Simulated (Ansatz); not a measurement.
Start from `C[O][GeH]([Cl])[O][SiH3]` and change one atom or group to get `[F][GeH]([Cl])[O][SiH3]`.

Ansatz, PBE0-D4/def2-TZVP geometries, multiplicity 1. Each molecule was computed in one conformer, which needn't be the lowest.

Scalar relativity is left out up to krypton.

```csv
property,`C[O][GeH]([Cl])[O][SiH3]`
LUMO energy (ωB97M-V/def2-TZVPP) / eV,1.52
LUMO energy (PBE0/def2-TZVPP) / eV,-0.31
size of the dipole moment (ωB97M-V/def2-TZVPP) / D,0.68
HOMO energy (ωB97M-V/def2-TZVPP) / eV,-10.87
HOMO energy (B3LYP/def2-TZVPP) / eV,-8.23
HOMO energy (PBE/def2-TZVPP) / eV,-6.89
```

(1) Give the same properties after the change, and the shifts. (Estimate.)

## Answers

(1) Ansatz gave: 
| property | `[F][GeH]([Cl])[O][SiH3]` | shift |
| --- | --- | --- |
| LUMO energy (ωB97M-V/def2-TZVPP) / eV | 1.30 | -0.22 |
| LUMO energy (PBE0/def2-TZVPP) / eV | -0.62 | -0.31 |
| size of the dipole moment (ωB97M-V/def2-TZVPP) / D | 1.46 | 0.78 |
| HOMO energy (ωB97M-V/def2-TZVPP) / eV | -11.44 | -0.57 |
| HOMO energy (B3LYP/def2-TZVPP) / eV | -8.93 | -0.70 |
| HOMO energy (PBE/def2-TZVPP) / eV | -7.69 | -0.80 |

With PBE0 the HOMO falls by 0.67 eV and the LUMO falls by 0.31 eV, so the gap widens by about 0.36 eV. PBE moves the HOMO by -0.80 eV and ωB97M-V by -0.57 eV. Dipoles are sizes alone; their direction can turn.

B3LYP here is the variant with VWN-RPA as its local correlation; programs differ in this.
